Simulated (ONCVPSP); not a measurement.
**What one change does to a pseudopotential (S, ONCV)**

| Item | Value |
| --- | --- |
| Element | S |
| Generator | ONCVPSP 4.0.1 |
| Type | optimised norm-conserving Vanderbilt (ONCV) |
| Functional | LDA (Perdew-Wang 92) |
| Relativity | scalar-relativistic |
| Frozen core | [Ne] |
| Valence charge | 6 |
| Reference configuration | 3s1 3p5 |
| Partial waves | 3s: rc 1.30 bohr, ncon 4, nbas 8, qcut 4.9 1/bohr, 1 projector; 3p: rc 1.55 bohr, ncon 4, nbas 8, qcut 4.9 1/bohr, 2 projectors, debl 2.8 Ha |
| Local potential | polynomial inside 1.15 bohr (lpopt 5, dvloc0 -1 Ha) |
| Core correction | none |

Change: p: debl 0.2. In the p channel the program set the typed energies aside and used -0.281, 0.250 Ha.

Cutoffs: the cutoffs (Ha) at which the residual kinetic energy of the hardest occupied pseudo-wave falls to 1 and 0.1 mHa per electron; they do not see the model core or the augmentation charge, which bear on the density cutoff. Errors are all-electron minus pseudo energies relative to the spin-unpolarised reference configuration.

Task: How do hardness, ghosts and transferability respond?

Result: The potential gets neither clearly harder nor softer (13 Ha and 44 Ha → 13 Ha and 44 Ha); the errors of the 4 common tests hardly move; neither file shows a bound ghost.

| quantity | base | changed |
| --- | --- | --- |
| cutoff, loose | 13 Ha | 13 Ha |
| cutoff, tight | 44 Ha | 44 Ha |
| bound ghosts | none | none |
| GHOST(+) flags under 300 eV | s at 45.9 eV | s at 45.9 eV |
| error for 3s2 3p4, meV [ΔE -10.24 eV] | +3.2 | +3.2 |
| error for 3s2 3p3, meV [ΔE 1.62 eV] | +2.1 | +2.0 |
| error for 3s2 3p2, meV [ΔE 23.99 eV] | +22 | +22 |
| error for 3s0 3p6, meV [ΔE 10.37 eV] | +2.4 | +2.5 |
| s: phases at 1.32 bohr within 0.05 rad from the reference energy up to (Ha; the scan ends near 5) | 0.7 | 0.7 |
| p: phases at 1.57 bohr within 0.05 rad from the reference energy up to (Ha; the scan ends near 5) | to the end of the scan | 4.1 |
